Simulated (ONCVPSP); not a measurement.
# Before and after: ONCV potential for hafnium (Hf)

hafnium (Hf), optimised norm-conserving Vanderbilt (ONCV), made with ONCVPSP 4.0.1 (PBE, scalar-relativistic). Core [Kr] 4d10 4f14, reference 5s2 5p6 5d2 6s2. Waves: 5s+6s: rc 1.80 bohr, ncon 4, nbas 7, qcut 8.3 1/bohr, 2 projectors; 5p: rc 2.00 bohr, ncon 5, nbas 9, qcut 5.6 1/bohr, 2 projectors, debl 1 Ha; 5d: rc 2.50 bohr, ncon 3, nbas 8, qcut 7.4 1/bohr, 1 projector. Local part: polynomial inside 1.70 bohr (lpopt 4, dvloc0 0 Ha). Core correction: none.

In the p channel the program set the typed energies aside and used -1.307, 0.250 Ha.

All-electron outer shells of the reference configuration (PBE, scalar-relativistic, ld1.x):

```
shell  level (eV)  outermost node (bohr)  outermost maximum (bohr)
   5s      -67.02                   0.55                      1.01
   5p      -35.57                   0.60                      1.16
   4f      -16.83                      –                      0.45
   6s       -5.11                   1.37                      2.89
   5d       -2.69                   0.67                      1.69
```

Change: s: qcut 7.3.

Cutoffs: the cutoffs (Ha) at which the residual kinetic energy of the hardest occupied pseudo-wave falls to 1 and 0.1 mHa per electron; they do not see the model core or the augmentation charge, which bear on the density cutoff. Errors are all-electron minus pseudo energies relative to the spin-unpolarised reference configuration.

Question: What does the change do?

Answer: The potential gets softer (21 Ha and 25 Ha → 18 Ha and 21 Ha); the errors of the 3 common tests hardly move; neither file shows a bound ghost. The waves are optimised to have the least kinetic energy above qcut, so the cutoff follows it (qcut²/2 in Ha).

| quantity | base | changed |
| --- | --- | --- |
| cutoff, loose | 21 Ha | 18 Ha |
| cutoff, tight | 25 Ha | 21 Ha |
| loose cutoff by channel | s 21 Ha, p 9.5 Ha, d 12 Ha | s 18 Ha, p 9.5 Ha, d 12 Ha |
| bound ghosts | none | none |
| GHOST(+) flags under 300 eV | none | none |
| tests with a reliable result | 3 of 4 | 3 of 4 |
| error for 5s2 5p6 5d2 6s1, meV [ΔE 7.98 eV] | +0.4 | +0.3 |
| error for 5s2 5p6 5d2 6s0, meV [ΔE 22.16 eV] | +18 | +17 |
| error for 5s2 5p6 5d1 6s2 6p1, meV [ΔE 1.96 eV] | -0.1 | -0.2 |
| s: phases at 1.82 bohr within 0.05 rad from the reference energy up to (Ha; the scan ends near 5) | to the end of the scan | to the end of the scan |
| p: phases at 2.03 bohr within 0.05 rad from the reference energy up to (Ha; the scan ends near 5) | to the end of the scan | to the end of the scan |
| d: phases at 2.53 bohr within 0.05 rad from the reference energy up to (Ha; the scan ends near 5) | 1.6 | 1.6 |
